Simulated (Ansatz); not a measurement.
`CO[Si]OC` + `C=C=CN` → `CO[Si]N` + `C=C=COC`  (formal exchange of groups at the Si–O bond)

Gas-phase electronic energies from Ansatz, PBE0-D4/def2-TZVP geometries. CBS: MP2 limit from def2 TZ/QZ plus the TZ coupled-cluster correction, frozen cores. Functionals use def2-TZVPP. B3LYP here is the variant with VWN-RPA as its local correlation; programs differ in this. Each species was taken in one conformer, which may not be the lowest.

```csv
level,ΔE (kJ/mol),difference from CCSD(T)/CBS
PBE0-D4,28.3,1.2
B3LYP-D4,34.1,7.0
ωB97X-V,27.6,0.5
ωB97M-V,28.8,1.7
B2PLYP,30.1,3.0
PBE,27.6,0.5
r2SCAN,25.4,-1.7
PBE0,27.2,0.1
HF/def2-TZVPP,32.2,5.1
MP2/def2-TZVPP,26.5,-0.6
SCS-MP2/def2-TZVPP,27.0,-0.1
CCSD/def2-TZVPP,27.0,-0.1
CCSD(T)/def2-TZVPP,25.5,-1.6
HF/def2-QZVPP,33.0,5.9
HF/CBS(def2),33.1,6.0
CCSD/CBS(def2),28.6,1.5
CCSD(T)/CBS,27.1,0
```

Largest T1 diagnostic among the species: 0.014.

In def2-TZVPP, CCSD(T) changes the Hartree–Fock value by −6.7 kJ/mol (the triples alone add −1.5 kJ/mol) and MP2 by −5.7 kJ/mol.
